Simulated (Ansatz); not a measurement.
methylenecyclopropane (C4H6), singlet, at a GFN2-xTB geometry; BLYP-D3BJATM/6-31G in Ansatz (a first-principles code).

Input for Ansatz:
Ansatz 0.2 input:
```yaml
crystal:
  periodic: [false, false, false]
  atoms:
    - {symbol: C, position_ang: [-0.00129317, -0.00275161, 0.32081465]}
    - {symbol: C, position_ang: [0.00476049, -0.75084329, -0.93743343]}
    - {symbol: C, position_ang: [0.00274446, 0.76681235, -0.92442470]}
    - {symbol: C, position_ang: [-0.00656195, -0.01396254, 1.62791476]}
    - {symbol: H, position_ang: [-0.89706014, -1.26329903, -1.24208508]}
    - {symbol: H, position_ang: [0.91033734, -1.26096073, -1.23477960]}
    - {symbol: H, position_ang: [0.90695617, 1.28435584, -1.21296218]}
    - {symbol: H, position_ang: [-0.90044131, 1.28201754, -1.22026766]}
    - {symbol: H, position_ang: [-0.00762667, -0.93636207, 2.18656861]}
    - {symbol: H, position_ang: [-0.01006437, 0.89871900, 2.20229818]}
basis:
  gaussian:
    orbitals: 6-31G
hamiltonian:
  xc: blyp
  dispersion: d3bjatm
```

What does Ansatz print? Leave out banner, timings and long lists.


```
Functional definition: BLYP
700 factors; integrals over basis functions are off by at most 2.5e-4 eV
mean field evaluation 1: about -4232.2100 eV, gradient 5.5e1 eV
mean field evaluation 2: about -4226.2794 eV, gradient 7.1e1 eV
mean field evaluation 4: about -4240.3626 eV, gradient 6.0e0 eV
mean field evaluation 8: about -4240.4375 eV, gradient 7.2e-2 eV
mean field -4240.43755824 eV, -155.8332059935 hartree, gradient 2.9e-5 eV, S^2 0.000000; 0 other end points of the search recorded, 0 dependent functions left out
reference -4240.43780012 eV, -155.8332148824 hartree; 15, 15 occupied and 33, 33 virtual orbitals, 700 factors
Total energy: -4240.78608373 eV, -155.8460140690 hartree
```
